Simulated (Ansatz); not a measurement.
`[GaH2][CH2][GeH3]` + `BC(O)[SiH3]` → `B[CH](O)[GeH3]` + `[SiH3][CH2][GaH2]` at 400 K and 1 bar (redistribution).

Computed with Ansatz on PBE0-D4/def2-TZVP structures; ΔE is electronic, products minus reactants. CCSD(T)/CBS adds triple-zeta CCSD(T) − MP2 to the extrapolated MP2 energy (def2 sets, frozen cores). For Ga, Ge outer-core shells are correlated without core-valence functions, which leaves a few kJ/mol of doubt a bond. Scalar relativity is left out up to krypton. Each species was taken in one conformer, which may not be the lowest.

```csv
species,CCSD(T)/CBS energy (Eh),H − E (kJ/mol),S (J/(mol·K))
`[GaH2][CH2][GeH3]`,-4042.29238,196.7,386.1
`BC(O)[SiH3]`,-431.26840,233.9,358.4
`B[CH](O)[GeH3]`,-2218.29983,231.8,371.5
`[SiH3][CH2][GaH2]`,-2255.26496,199.8,370.6
```

H − E and S are ideal-gas, rigid-rotor, harmonic terms from PBE0-D4/def2-TZVP, for one conformer and one mirror image of each species. 1 Eh = 2625.50 kJ/mol, R = 8.31446 J/(mol·K).

**Question.** By hand: ΔE, ΔH, ΔS and ΔG.

**Answer.** ΔE = (-2218.29983) + (-2255.26496) − (-4042.29238) − (-431.26840) = -0.00401 Eh = -10.5 kJ/mol. Δ(H − E) = 231.8 + 199.8 − 196.7 − 233.9 = 1.0, so ΔH = -9.5 kJ/mol. ΔS = 371.5 + 370.6 − 386.1 − 358.4 = -2.4 J/(mol·K). ΔG = -9.5 − 400 × (-2.4)/1000 = -8.5 kJ/mol.

**Question.** By hand: the equilibrium constant, and the temperature at which ΔG would vanish if ΔH and ΔS stayed fixed.

**Answer.** log₁₀ K = −ΔG/(RT ln 10) = 1.1. ΔG = 0 at ΔH/ΔS = 3958 K, far beyond where these terms or the molecules hold.

The number of gas molecules stays the same, so ΔS is small and ΔH decides. A doubt of 5 kJ/mol in ΔE shifts log₁₀ K by 0.7 here. Other conformers and mirror images would add mixing entropy, several J/(mol·K) or more a flexible species. These are equilibria of isolated gas molecules and say nothing of rates. Largest T1 diagnostic: 0.013 (customary marks: 0.02 for closed shells, 0.045 for open ones).
